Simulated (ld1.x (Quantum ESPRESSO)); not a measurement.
# What one change does to a pseudopotential (gallium (Ga), ultrasoft)

```json
{
  "Element": "Ga",
  "Generator": "ld1.x (Quantum ESPRESSO) 7.5",
  "Type": "ultrasoft",
  "Functional": "PBE",
  "Relativity": "scalar-relativistic",
  "Frozen core": "[Ar] 3d10",
  "Valence charge": "3",
  "Reference configuration": "4s1 4p0 (charge +2)",
  "Partial waves": "4s (bound): rcut 1.90, rcutus 2.00 bohr; 4s channel at 0.15 Ry: rcut 1.90, rcutus 2.00 bohr; 4p (bound, empty): rcut 1.95, rcutus 2.50 bohr; 4p channel at 0.75 Ry: rcut 1.95, rcutus 2.50 bohr; 4d channel at 0.4 Ry: rc 2.35 bohr",
  "Local potential": "the d channel",
  "Core correction": "none",
  "Augmentation charge": "PSQ, inside the norm-conserving radii"
}
```

All-electron outer shells of the reference configuration (PBE, scalar-relativistic, ld1.x):

```
shell  level (eV)  outermost node (bohr)  outermost maximum (bohr)
   4s      -26.07                   0.80                      1.78
   4p      -17.74                   0.86                      2.12
```

Change: core correction a·sin(br)/r model core inside 2.26 bohr.

Cutoffs: the cutoffs (Ry, on a coarse ladder) from which the occupation-weighted sum of valence levels, in a spherical-Bessel basis at the reference potential, stays within 10 and 1 mRy of its value at 400 Ry; they do not see the model core or the augmentation charge, which bear on the density cutoff. Errors are all-electron minus pseudo energies relative to the spin-unpolarised reference configuration.

Problem. What does the change do?

Solution. Both files are so soft that the ladder of cutoffs tells neither apart; of the 7 tests that both files solve, the error grows in 0 and shrinks in 7 by more than 15 % and 0.3 meV (median size 263.9 → 34.7 meV); neither file shows a bound ghost. Exchange and correlation are not linear in the density, so unscreening with the valence charge alone errs where core and valence overlap; a model core restores that term. A model core, the more so a compact one, raises the density cutoff, which this test does not measure.

```tsv
quantity	base	changed
cutoff, loose	6 Ry	6 Ry
cutoff, tight	8 Ry	8 Ry
bound ghosts	none	none
error for 4s2 4p1, meV [ΔE -26.82 eV]	+268	-77
error for 4s2 4p0, meV [ΔE -21.13 eV]	+139	-35
error for 4s2 4p0.5, meV [ΔE -24.79 eV]	+209	-59
error for 4s0 4p3, meV [ΔE -13.44 eV]	+319	+22
error for 4s1 4p2, meV [ΔE -20.28 eV]	+264	-23
error for 4s1 4p1, meV [ΔE -13.76 eV]	+122	-3.6
error for 4s2 4p1.3, meV [ΔE -27.35 eV]	+292	-83
s: phases at 2.71 bohr within 0.05 rad from the reference energy up to (Ry; the scan ends near 5)	to the end of the scan	to the end of the scan
p: phases at 2.71 bohr within 0.05 rad from the reference energy up to (Ry; the scan ends near 5)	2.7	2.7
d: phases at 2.71 bohr within 0.05 rad from the reference energy up to (Ry; the scan ends near 5)	3.0	3.0
lowest overlap eigenvalue by channel	s 0.37, p 0.06	s 0.37, p 0.06
```
